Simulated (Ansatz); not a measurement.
Reactions of GeH₈N₂OSi (`[NH2][GeH2][SiH](N)O`).

Gas-phase electronic energies from Ansatz, PBE0-D4/def2-TZVP geometries. CCSD(T)/CBS adds triple-zeta CCSD(T) − MP2 to the extrapolated MP2 energy (def2 sets, frozen cores). This one scheme is used for every species, atoms too. No spin–orbit coupling; open shells (•) take unrestricted orbitals. Spin–orbit coupling would lower the free atoms: a little for O, Si; clearly for Ge. Bonds to Ge are less sure, by a few kJ/mol each and by 10 to 20 or more in all where they break to atoms, as the def2 sets lack core-valence functions. Scalar relativity is left out up to krypton. One conformer a species, not always the lowest.

(1) Order these by ΔE at CCSD(T)/CBS, lowest first. (An estimate is asked.)
A. `[NH2][GeH2][SiH](N)O` + H₂ → `[NH2][GeH2][SiH2]O` + NH₃
B. `[NH2][GeH2][SiH](N)O` → `[NH2][GeH3]` + `N[Si]O`
C. `[NH2][GeH2][SiH](N)O` → Ge• + 8 H• + 2 N• + O• + Si•
D. `[NH2][GeH2][SiH](N)O` + H₂O → `N[SiH](O)O` + `[NH2][GeH3]`
E. `[NH2][GeH2][SiH](N)O` + `N[SiH](O)F` → `N[Si@H](F)O[Si@@H](N)O` + `[NH2][GeH3]`
F. `[NH2][GeH2][SiH](N)O` + `[SiH3][SiH3]` → `N[SiH](O)[SiH2][SiH3]` + `[NH2][GeH3]`
G. `[NH2][GeH2][SiH](N)O` → `[NH2][GeH2][NH2]` + `O[SiH]`
H. `[NH2][GeH2][SiH](N)O` + H₂ → `N[SiH2][GeH2][NH2]` + H₂O

Largest T1 diagnostic: 0.016, for `O[SiH]`.

## Answers

(1) E (-1.38 eV), D (-1.12 eV), F (+0.10 eV), A (+0.43 eV), H (+0.91 eV), B (+1.45 eV), G (+2.53 eV), C (+44.83 eV).
